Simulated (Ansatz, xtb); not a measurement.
## CH9BN2Si: which of two isomers lies lower

Structure X is `BN[Si@H](C)N`, a singlet and structure Y is `NB(N)C[SiH3]`, a singlet. Both are isolated molecules in the gas phase, relaxed with B3LYP-D3(BJ)/def2-SVP; the shapes shown needn't be the lowest conformers.

X (Å):

```xyz
14

C    -0.7432    1.3123    1.8969
B     2.7052   -0.8553    2.1493
N     1.3204   -0.8913    1.9388
N    -0.7246   -0.8932    0.0112
Si    0.3383    0.1488    0.9003
H     3.2174   -1.6337    2.9210
H     3.3757   -0.0446    1.5538
H     0.7962   -1.5981    2.4531
H     1.3272    0.9276    0.1015
H    -1.4316    0.7512    2.5495
H    -1.3479    1.9602    1.2405
H    -0.1221    1.9642    2.5313
H    -1.6083   -0.5303   -0.3335
H    -0.3448   -1.5794   -0.6348
```

Y (Å):

```yaml
atoms:
  - { symbol: C, position_ang: [-1.2680, 0.0478, 0.1288] }
  - { symbol: B, position_ang: [0.0687, -0.6720, 0.6042] }
  - { symbol: N, position_ang: [0.9344, -0.0078, 1.5118] }
  - { symbol: N, position_ang: [0.3536, -1.9858, 0.1492] }
  - { symbol: Si, position_ang: [-2.7028, -0.3269, 1.2899] }
  - { symbol: H, position_ang: [0.7413, 0.9186, 1.8663] }
  - { symbol: H, position_ang: [1.7761, -0.4176, 1.8959] }
  - { symbol: H, position_ang: [1.1566, -2.5266, 0.4440] }
  - { symbol: H, position_ang: [-0.2589, -2.4870, -0.4791] }
  - { symbol: H, position_ang: [-1.5581, -0.2775, -0.8853] }
  - { symbol: H, position_ang: [-1.1403, 1.1434, 0.0892] }
  - { symbol: H, position_ang: [-2.9570, -1.7983, 1.3558] }
  - { symbol: H, position_ang: [-3.9707, 0.3338, 0.8481] }
  - { symbol: H, position_ang: [-2.4005, 0.1513, 2.6734] }
```

Question: Estimate E(Y) − E(X) at the level CCSD(T)/def2-SVP + ΔMP2/def2-TZVPP.

Answer: Not settled: CCSD(T)/def2-SVP + ΔMP2/def2-TZVPP gives E(Y) − E(X) = +3.0 kcal/mol, but this leans on the basis-set step: CCSD(T) alone gives −3.1 kcal/mol.

The same difference at several levels:

```
                             level               geometry  E(Y) − E(X) (kcal/mol)  departure from the last row (kcal/mol)  job, with rough time for the two
                          GFN2-xTB               GFN2-xTB                     +15.1                                   +12.1               optimisation, 1.1 s
                         HF/STO-3G               GFN2-xTB                      −1.1                                    −4.2              single point, 0.64 s
                r2SCAN-D4/def2-SVP               GFN2-xTB                      −6.3                                    −9.3               single point, 5.5 s
             B3LYP-D3(BJ)/def2-SVP  B3LYP-D3(BJ)/def2-SVP                      −3.2                                    −6.2               optimisation, 2 min
                       HF/def2-SVP  B3LYP-D3(BJ)/def2-SVP                      −0.8                                    −3.8           part of the CCSD(T) run
                      MP2/def2-SVP  B3LYP-D3(BJ)/def2-SVP                      −2.5                                    −5.5           part of the CCSD(T) run
                  CCSD(T)/def2-SVP  B3LYP-D3(BJ)/def2-SVP                      −3.1                                    −6.1                      single point
CCSD(T)/def2-SVP + ΔMP2/def2-TZVPP  B3LYP-D3(BJ)/def2-SVP                      +3.0                                                        single point, 73 s
```

As drawn, Y has 1 B–N, 1 C–B, 1 N–H, 2 Si–H in place of 2 N–Si, 2 B–H, 1 C–H.

HF/STO-3G, r2SCAN-D4/def2-SVP, B3LYP-D3(BJ)/def2-SVP, HF/def2-SVP, MP2/def2-SVP, CCSD(T)/def2-SVP put the two in the other order. The largest departure from CCSD(T)/def2-SVP + ΔMP2/def2-TZVPP is that of GFN2-xTB, 12.1 kcal/mol. The last row adds to CCSD(T) the change of the MP2 difference between the two basis sets, here +6.1 kcal/mol, a large step that makes the value less sure.

With thermal terms from frequencies at re-optimised GFN2-xTB minima (ideal gas, soft modes damped towards free rotors, one conformer each, 298.15 K, 1 atm): the zero-point term adds −1.0 kcal/mol; ΔH is +1.8 and ΔG +2.2 kcal/mol.

The correlated steps freeze 9 core orbitals. Mirror images aren't counted in ΔG. Programs: Ansatz 0.2.0, xtb 6.7.1; the last row on 2 threads of Intel(R) Xeon(R) Processor @ 2.70GHz on a shared host.
